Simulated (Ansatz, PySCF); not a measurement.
This triplet is an excited state, 0.55 eV above the relaxed singlet at the level frozen-core CCSD(T)/cc-pVTZ // B3LYP-D3(BJ)/def2-TZVP (Ansatz, an electronic-structure program).

Cartesian coordinates (Å):
```xyz
6

B     -1.3597    -0.0601    -0.0070
Ge     0.5135    -0.8077     0.1267
O      1.7894     0.4440    -0.0452
H     -2.2636    -0.8167     0.0956
H     -1.3761     1.1149    -0.1830
H      2.6965     0.1256     0.0129
```
Charge 0, spin multiplicity 3.

Q: Estimate the total energy, highest occupied spin orbital and dipole moment that PBE-D3(BJ)/def2-TZVP // B3LYP-D3(BJ)/def2-TZVP (PySCF) returns for this input.

A: 
The total energy comes out as -2178.4289 Ha, the highest occupied spin orbital comes out as -4.95 eV and the dipole moment is 2.33 D.
